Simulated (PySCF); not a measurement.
C₃H₆BFN₂, SMILES NCC#CB(N)F.

Geometry optimised at ωB97X-D3(BJ)/def2-SVP. The structure was generated by enumeration, and PubChem lists no compound with its InChIKey, so it may never have been made. The values are those of a single conformer.

Two levels are set side by side: PBE/def2-TZVP (PySCF) and M06-2X/def2-TZVP (PySCF). Same geometry, gas phase. Differences are taken from unrounded values.

```json
[
 {"quantity": "orbital gap (eV)", "PBE": "4.53"},
 {"quantity": "highest occupied level (eV)", "PBE": "-5.66"},
 {"quantity": "lowest empty level (eV)", "PBE": "-1.13"},
 {"quantity": "dipole moment (D)", "PBE": "2.74"},
 {"quantity": "mean polarisability (bohr³)", "PBE": "68.9"}
]
```

These are the PBE values. What does M06-2X give? (An estimate is asked for; the answer gives what the named calculation found.)


```tsv
quantity	M06-2X	PBE minus M06-2X
orbital gap (eV)	9.22	-4.69
highest occupied level (eV)	-8.56	2.90
lowest empty level (eV)	0.66	-1.80
dipole moment (D)	2.89	-0.15
mean polarisability (bohr³)	64.3	4.6
```

PBE's occupied levels lie high since its potential decays too fast outside the molecule; exact exchange lowers them and widens the gap. Loosely held outer electrons make PBE densities more polarisable. Differences between two approximate levels are no errors against the true value.

Rough cost on one machine, each run with all the roots and properties that it gave: M06-2X against PBE about 3 times.
